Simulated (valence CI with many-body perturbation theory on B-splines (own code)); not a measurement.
E1 transitions of Ce51+

Level of theory: configuration interaction combined with many-body perturbation theory (CI+MBPT): five valence electrons over a frozen Dirac-Fock core [He], a basis of 9 s, 9 p, 8 d, 6 f, 3 g, 1 h functions for each j, with the one-electron correlation potential Σ1, the two-electron term Σ2, the three-electron term Σ3, Breit, model QED; selected CI, second order for the rest (own B-spline code, finite nucleus).

No measured spectrum was set against this ion. As an estimate, large intervals hold to a few tenths of a per cent, small ones and those within an open d or f shell to about a per cent. Among the levels kept, up to 1200 cm⁻¹ of a level comes from second order outside the variational space, and about a tenth of that is noise between levels of different J, which matters for small intervals.

Lines 201 to 250 of 251 in falling wavelength, among levels below 6342.0 eV, chosen from the strongest by gf and those to the six lowest levels. Wavelengths and rates use the calculated energies. Electric multipoles are in the length gauge, E1 and E2 with the static RPA response of the core. Weak lines are less certain than strong ones. Lines between different terms over intervals too small for the method are left out, as are lines whose strength nearly cancels. The highest levels of a list are the least certain.

Levels are named by their leading jj configuration (3d3/2^4 stands for four electrons in 3d with j = 3/2), which in mixed levels can hold well under half, so a name can repeat and another be missing. Letters in brackets count levels of one name in rising energy.

```csv
λ vac (Å),Upper,Lower,A (s⁻¹),S (a.u.) with core polarisation,S without
2.181,(2s^2 2p1/2 2p3/2 3d5/2) J=5/2 [b],(2s^2 2p1/2 2p3/2^2) J=3/2,4.79e+14,1.47e-02,1.47e-02
2.180,(2s 2p1/2^2 2p3/2 3p1/2) J=1/2,(2s^2 2p1/2 2p3/2^2) J=3/2,1.57e+13,1.61e-04,1.61e-04
2.180,(2s 2p1/2^2 2p3/2 3p1/2) J=3/2 [b],(2s^2 2p1/2 2p3/2^2) J=3/2,9.53e+12,1.95e-04,1.95e-04
2.177,(2s^2 2p1/2 2p3/2 3d5/2) J=3/2 [b],(2s^2 2p1/2 2p3/2^2) J=3/2,1.05e+13,2.14e-04,2.14e-04
2.176,(2s^2 2p1/2 2p3/2 3d5/2) J=1/2,(2s^2 2p1/2 2p3/2^2) J=3/2,3.78e+13,3.84e-04,3.84e-04
2.174,(2s 2p1/2^2 2p3/2 3p3/2) J=3/2 [a],(2s^2 2p1/2 2p3/2^2) J=1/2,7.25e+11,1.47e-05,1.47e-05
2.163,(2s 2p1/2^2 2p3/2 3p3/2) J=7/2,(2s^2 2p1/2 2p3/2^2) J=5/2,2.08e+12,8.32e-05,8.32e-05
2.160,(2s 2p1/2^2 2p3/2 3p3/2) J=3/2 [a],(2s^2 2p1/2 2p3/2^2) J=5/2,4.42e+11,8.80e-06,8.81e-06
2.155,(2s 2p1/2^2 2p3/2 3p3/2) J=5/2 [a],(2s^2 2p1/2 2p3/2^2) J=5/2,1.16e+12,3.45e-05,3.45e-05
2.152,(2s 2p1/2^2 2p3/2 3p3/2) J=3/2 [a],(2s^2 2p1/2 2p3/2^2) J=3/2,3.25e+12,6.40e-05,6.40e-05
2.148,(2s^2 2p3/2^2 3s) J=3/2,(2s^2 2p1/2 2p3/2^2) J=1/2,3.39e+11,6.63e-06,6.63e-06
2.148,(2s 2p1/2^2 2p3/2 3p3/2) J=5/2 [a],(2s^2 2p1/2 2p3/2^2) J=3/2,4.41e+12,1.29e-04,1.29e-04
2.146,(2s 2p1/2^2 2p3/2 3p3/2) J=1/2 [a],(2s^2 2p1/2 2p3/2^2) J=3/2,3.79e+11,3.70e-06,3.69e-06
2.145,(2s^2 2p1/2 2p3/2 3s) J=3/2 [a],(2s^2 2p1/2^2 2p3/2) J=3/2,1.14e+13,2.22e-04,2.21e-04
2.145,(2s 2p1/2^2 2p3/2 3p3/2) J=3/2 [b],(2s^2 2p1/2 2p3/2^2) J=1/2,1.17e+12,2.28e-05,2.28e-05
2.144,(2s 2p1/2^2 2p3/2 3p3/2) J=1/2 [b],(2s^2 2p1/2 2p3/2^2) J=1/2,4.31e+12,4.19e-05,4.19e-05
2.143,(2s^2 2p1/2 2p3/2 3s) J=1/2,(2s^2 2p1/2^2 2p3/2) J=3/2,1.67e+13,1.62e-04,1.62e-04
2.139,(2s^2 2p1/2 2p3/2 3s) J=5/2,(2s^2 2p1/2^2 2p3/2) J=3/2,1.35e+13,3.90e-04,3.89e-04
2.138,(2s^2 2p3/2^2 3s) J=5/2,(2s^2 2p1/2 2p3/2^2) J=5/2,6.42e+12,1.86e-04,1.85e-04
2.137,(2s^2 2p1/2 2p3/2 3s) J=3/2 [b],(2s^2 2p1/2^2 2p3/2) J=3/2,1.03e+13,1.98e-04,1.98e-04
2.136,(2s 2p1/2^2 2p3/2 3p3/2) J=5/2 [b],(2s^2 2p1/2 2p3/2^2) J=5/2,7.76e+11,2.24e-05,2.22e-05
2.135,(2s^2 2p3/2^2 3s) J=3/2,(2s^2 2p1/2 2p3/2^2) J=5/2,1.66e+13,3.19e-04,3.18e-04
2.133,(2s^2 2p3/2^2 3s) J=1/2,(2s^2 2p1/2 2p3/2^2) J=1/2,1.54e+13,1.47e-04,1.46e-04
2.130,(2s^2 2p3/2^2 3s) J=5/2,(2s^2 2p1/2 2p3/2^2) J=3/2,7.68e+12,2.20e-04,2.19e-04
2.128,(2s 2p1/2^2 2p3/2 3p3/2) J=5/2 [b],(2s^2 2p1/2 2p3/2^2) J=3/2,5.74e+11,1.64e-05,1.65e-05
2.127,(2s^2 2p3/2^2 3s) J=3/2,(2s^2 2p1/2 2p3/2^2) J=3/2,2.65e+12,5.04e-05,5.02e-05
2.124,(2s 2p1/2^2 2p3/2 3p3/2) J=3/2 [b],(2s^2 2p1/2 2p3/2^2) J=3/2,1.32e+12,2.50e-05,2.50e-05
2.123,(2s 2p1/2^2 2p3/2 3p3/2) J=1/2 [b],(2s^2 2p1/2 2p3/2^2) J=3/2,1.04e+12,9.87e-06,9.86e-06
2.113,(2s^2 2p3/2^2 3s) J=1/2,(2s^2 2p1/2 2p3/2^2) J=3/2,6.85e+11,6.37e-06,6.37e-06
2.044,(2s 2p1/2^2 2p3/2 3p1/2) J=3/2 [a],(2s^2 2p1/2^2 2p3/2) J=3/2,2.06e+14,3.47e-03,3.47e-03
2.044,(2s 2p1/2^2 2p3/2 3p1/2) J=5/2,(2s^2 2p1/2^2 2p3/2) J=3/2,3.43e+14,8.68e-03,8.68e-03
2.043,(2s^2 2p1/2 2p3/2 3d3/2) J=3/2 [a],(2s^2 2p1/2^2 2p3/2) J=3/2,5.61e+12,9.44e-05,9.47e-05
2.042,(2s^2 2p1/2 2p3/2 3d3/2) J=5/2 [a],(2s^2 2p1/2^2 2p3/2) J=3/2,8.30e+12,2.09e-04,2.09e-04
2.042,(2s^2 2p1/2 2p3/2 3d3/2) J=1/2 [a],(2s^2 2p1/2^2 2p3/2) J=3/2,1.66e+13,1.39e-04,1.39e-04
2.033,(2s^2 2p1/2 2p3/2 3d3/2) J=5/2 [b],(2s^2 2p1/2^2 2p3/2) J=3/2,3.91e+14,9.73e-03,9.74e-03
2.033,(2s^2 2p1/2 2p3/2 3d3/2) J=3/2 [b],(2s^2 2p1/2^2 2p3/2) J=3/2,5.16e+14,8.56e-03,8.56e-03
2.031,(2s^2 2p1/2 2p3/2 3d3/2) J=1/2 [b],(2s^2 2p1/2^2 2p3/2) J=3/2,7.60e+14,6.29e-03,6.29e-03
2.027,(2s^2 2p1/2 2p3/2 3d5/2) J=3/2 [a],(2s^2 2p1/2^2 2p3/2) J=3/2,5.25e+13,8.63e-04,8.64e-04
2.026,(2s^2 2p1/2 2p3/2 3d5/2) J=5/2 [a],(2s^2 2p1/2^2 2p3/2) J=3/2,4.04e+13,9.96e-04,9.97e-04
2.021,(2s^2 2p1/2 2p3/2 3d5/2) J=5/2 [b],(2s^2 2p1/2^2 2p3/2) J=3/2,1.56e+13,3.82e-04,3.83e-04
2.021,(2s 2p1/2^2 2p3/2 3p1/2) J=1/2,(2s^2 2p1/2^2 2p3/2) J=3/2,4.89e+12,3.98e-05,3.96e-05
2.021,(2s 2p1/2^2 2p3/2 3p1/2) J=3/2 [b],(2s^2 2p1/2^2 2p3/2) J=3/2,1.20e+13,1.96e-04,1.96e-04
2.018,(2s^2 2p1/2 2p3/2 3d5/2) J=3/2 [b],(2s^2 2p1/2^2 2p3/2) J=3/2,4.15e+11,6.73e-06,6.73e-06
2.017,(2s^2 2p1/2 2p3/2 3d5/2) J=1/2,(2s^2 2p1/2^2 2p3/2) J=3/2,1.32e+12,1.07e-05,1.07e-05
1.997,(2s 2p1/2^2 2p3/2 3p3/2) J=3/2 [a],(2s^2 2p1/2^2 2p3/2) J=3/2,1.18e+14,1.86e-03,1.86e-03
1.993,(2s 2p1/2^2 2p3/2 3p3/2) J=5/2 [a],(2s^2 2p1/2^2 2p3/2) J=3/2,1.09e+14,2.56e-03,2.56e-03
1.991,(2s 2p1/2^2 2p3/2 3p3/2) J=1/2 [a],(2s^2 2p1/2^2 2p3/2) J=3/2,2.06e+14,1.61e-03,1.61e-03
1.978,(2s^2 2p3/2^2 3s) J=5/2,(2s^2 2p1/2^2 2p3/2) J=3/2,1.71e+13,3.91e-04,3.91e-04
1.976,(2s 2p1/2^2 2p3/2 3p3/2) J=5/2 [b],(2s^2 2p1/2^2 2p3/2) J=3/2,6.63e+13,1.52e-03,1.51e-03
1.975,(2s^2 2p3/2^2 3s) J=3/2,(2s^2 2p1/2^2 2p3/2) J=3/2,1.53e+11,2.33e-06,2.32e-06
```
